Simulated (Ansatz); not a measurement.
A nudged elastic band was laid between two geometries of H₂LiSeSi (5 atoms, charge 0, multiplicity 2).

These are results of UKS PBE-D4/def2-SVP (Ansatz), not measurements.

- movable images: 5
- climbing image: yes
- spring: 5.0 eV/Å²
- optimiser: lbfgs
- start path: IDPP
- force threshold: 0.05 eV/Å
- iteration limit: 60
- end points: relaxed
- largest step: 0.02 Å

Image 0:

```xyz
5
Properties=species:S:1:pos:R:3
Li -1.017 -1.190 0.823
Se 1.281 -0.820 1.079
Si 0.438 0.280 -0.681
H -1.106 -0.066 -0.650
H 0.403 1.796 -0.570
```

Image 6:

```xyz
5
Properties=species:S:1:pos:R:3
Li -0.895 -0.967 1.764
Se 1.257 -0.948 0.859
Si -0.106 0.300 -0.391
H -0.405 -0.176 -1.795
H 0.149 1.790 -0.437
```

Task: What changes between the two ends?

Result: No bond is made or broken.

Task: Give the energies along the band, and the barrier.

Result: The run converged. The highest image is number 3 of 0 to 6, 0.30 eV above the first end and 0.26 eV above the last; the last end lies 0.05 eV above the first. Another band between the same ends (5 images) ends at a top of the same energy, where a vibrational analysis finds 1 clearly imaginary mode.

```tsv
image	path coordinate (Å)	energy (eV)
0	0.00	0.00
1	0.53	0.09
2	1.06	0.22
3	1.59	0.30
4	1.80	0.22
5	2.01	0.09
6	2.22	0.05
```

Task: What is the geometry of the highest image?

Result: 
```xyz
5
Properties=species:S:1:pos:R:3:forces:R:3
Li -0.835 -0.860 1.630 0.00 0.00 0.00
Se 1.290 -1.125 0.744 0.00 0.00 0.00
Si 0.240 0.328 -0.578 0.00 0.00 0.00
H -0.770 -0.118 -1.602 0.00 0.00 0.00
H 0.076 1.775 -0.194 0.00 0.00 0.00
```

The run took 9.8 min on 1 thread of Arm Neoverse V1, with other jobs on the host, peak memory 0.25 GiB.
